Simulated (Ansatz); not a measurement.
```yaml
crystal:
  periodic: [false, false, false]
  atoms:
    - {symbol: O, position_ang: [-1.503351, -0.944889, -0.182838]}
    - {symbol: Xx, position_ang: [-0.022049, -0.087719, 0.282540]}
    - {symbol: O, position_ang: [0.365845, -0.185767, 2.009132]}
    - {symbol: S, position_ang: [1.267393, 1.018479, -1.113196]}
    - {symbol: H, position_ang: [-1.716197, -0.888639, -1.116050]}
    - {symbol: H, position_ang: [1.170262, 0.274831, 2.255584]}
    - {symbol: H, position_ang: [0.499299, 0.745703, -2.180872]}
basis:
  gaussian: {orbitals: def2-TZVPP, point_charges: [{charge: 2.00, position_ang: [5.131, -0.464, 0.536]}]}
hamiltonian: {xc: {name: B3LYP}, dispersion: d4}
```

```sh
$ ansatz run in.yaml --threads 4 --pin off --events-out ev --progress --plain --max-ram 10444MiB
```

Shortened log:

```
Error: YAML parse error: error: line 5 column 16: `Xx` is not an element symbol (H … Og, case-exact)
 --> <input>:5:16
3 |   atoms:
4 |     - {symbol: O, position_ang: [-1.503351, -0.944889, -0.182838]}
5 |     - {symbol: Xx, position_ang: [-0.022049, -0.087719, 0.282540]}
6 |     - {symbol: O, position_ang: [0.365845, -0.185767, 2.009132]}
7 |     - {symbol: S, position_ang: [1.267393, 1.018479, -1.113196]}
```

(1) Something in this input is off. What?

Answers

(1) An element symbol is wrong. The program refused the input.

B3LYP here is the variant with VWN-RPA as its local correlation; programs differ in this.
